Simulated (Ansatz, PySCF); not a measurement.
C3O3Ru, SMILES [C-](->[Ru](<-[C-]#[O+])<-[C-]#[O+])#[O+], multiplicity 1. Atoms are numbered in the order given.

```xyz
7

Ru    -0.4870     0.3489     0.0000
O      0.6008     0.6519     2.8315
C      0.0732     0.5158     1.8232
O      0.6008     0.6519    -2.8315
C      0.0732     0.5158    -1.8232
O      0.4184    -2.4583     0.0000
C      0.0836    -1.3580     0.0000
```
Charge 0, spin multiplicity 1.

Geometry optimised at PBE0-D3(BJ)/def2-SVP. The multiplicity is an assumed one; other spin states were not compared. The def2 effective core potentials stand for the cores of Ru; spin–orbit coupling is left out.

Two levels are set side by side: PBE-D3(BJ)/def2-SVP (Ansatz, a first-principles code) and PBE0-D3(BJ)/def2-SVP (Ansatz). Each level has its own optimised geometry; the coordinates shown are those of the second. Frequencies come from the Hessian of PySCF at each geometry. Differences are taken from unrounded values.

```
quantity                            PBE0-D3(BJ)  PBE-D3(BJ)  PBE-D3(BJ) minus PBE0-D3(BJ)
----------------------------------  -----------  ----------  ----------------------------
mean bond length (Å)                      1.512       1.520                         0.009
bond Ru1–C3 (Å)                           1.915       1.913                        -0.002
bond Ru1–C5 (Å)                           1.915       1.913                        -0.002
bond Ru1–C7 (Å)                           1.800       1.802                         0.002
bond O2–C3 (Å)                            1.146       1.164                         0.018
bond O4–C5 (Å)                            1.146       1.164                         0.018
bond O6–C7 (Å)                            1.150       1.167                         0.017
highest harmonic wavenumber (cm⁻¹)         2194        2077                          -116
mean harmonic wavenumber (cm⁻¹)             731         703                           -28
zero-point energy (kcal/mol)              15.67       15.07                         -0.61
```

GGA bonds tend to be longer and softer than those of functionals with exact exchange. Differences between two approximate levels are no errors against the true value.
